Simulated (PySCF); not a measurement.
Computed spectra and the visible range. Vertical TDDFT excitations of isolated species (PySCF; the level stands beside each; core orbitals frozen in the response), one conformer each, no solvent. Atoms past krypton carry core potentials; spin–orbit coupling is left out.

1. `[H]/N=C\c1ccccc1`
2. `Cc1ccsc1Cl`
3. `CC#CC(=S)CCl`
4. `N#C[C@]12C[C@@H]3[C@H](C1)[C@@H]32`
5. `C[Si](C)(C)CF`
6. `N#CCC/P=P/C[SiH3]`
7. `FC1=CC=CC1`
8. `[CH3][Mo]([CH3])([CH3])([CH3])=[NH]`
9. `FC(=C1C=C1)C`

Q: For which of them does the calculation put a singlet between 380 and 750 nm?

A: 3, 6 and 8.

1. (B3LYP/def2-SVPD on a GFN2-xTB geometry) 288 nm (f 0.002); 250 nm (f 0.014); 237 nm (f 0.255); 218 nm (f 0.000); 199 nm (f 0.230).
2. (B3LYP/def2-SVPD on a GFN2-xTB geometry) 237 nm (f 0.119); 229 nm (f 0.000); 219 nm (f 0.072); 217 nm (f 0.003); 209 nm (f 0.000).
3. (PBE0/def2-SVPD on a GFN2-xTB geometry) 584 nm (f 0.000); 338 nm (f 0.000); 288 nm (f 0.243); 262 nm (f 0.014); 256 nm (f 0.021). S1 lies in the visible range (380 to 750 nm), at 584 nm, dark in the vertical dipole picture (f under 0.0005); light of that wavelength is yellow, and its complementary colour is blue; a Tamm–Dancoff triplet lies at 747 nm, without intensity as long as spin–orbit coupling is left out.
4. (PBE0/def2-SVPD on a GFN2-xTB geometry) 183 nm (f 0.001); 172 nm (f 0.000); 168 nm (f 0.011); 166 nm (f 0.000); 163 nm (f 0.020).
5. (wB97X-D/def2-SVPD on a GFN2-xTB geometry) 157 nm (f 0.032); 152 nm (f 0.033); 145 nm (f 0.117); 145 nm (f 0.098); 138 nm (f 0.023 summed over 2 states).
6. (wB97X-D/def2-SVPD on a GFN2-xTB geometry) 396 nm (f 0.001); 305 nm (f 0.108); 236 nm (f 0.003); 231 nm (f 0.004); 212 nm (f 0.006). S1 lies in the visible range (380 to 750 nm), at 396 nm, f = 0.0009; light of that wavelength is violet, and its complementary colour is yellow-green; a Tamm–Dancoff triplet lies at 618 nm, without intensity as long as spin–orbit coupling is left out.
7. (B3LYP/def2-SVPD on a PBE0-D3(BJ)/def2-SVP geometry) 256 nm (f 0.070); 211 nm (f 0.001); 199 nm (f 0.015); 190 nm (f 0.006); 187 nm (f 0.006).
8. (B3LYP/def2-SVPD on a PBE0-D3(BJ)/def2-SVP geometry) 446 nm (f 0.003); 395 nm (f 0.002); 318 nm (f 0.016); 279 nm (f 0.016); 270 nm (f 0.001). 2 computed singlets (S1 to S2) lie in the visible range (380 to 750 nm), the largest f among them at 446 nm, f = 0.0034; light of that wavelength is blue, and its complementary colour is yellow; a Tamm–Dancoff triplet lies at 503 nm, without intensity as long as spin–orbit coupling is left out.
9. (CAM-B3LYP/def2-SVPD on a PBE0-D3(BJ)/def2-SVP geometry) 304 nm (f 0.014); 226 nm (f 0.000); 206 nm (f 0.001); 200 nm (f 0.006); 185 nm (f 0.000).
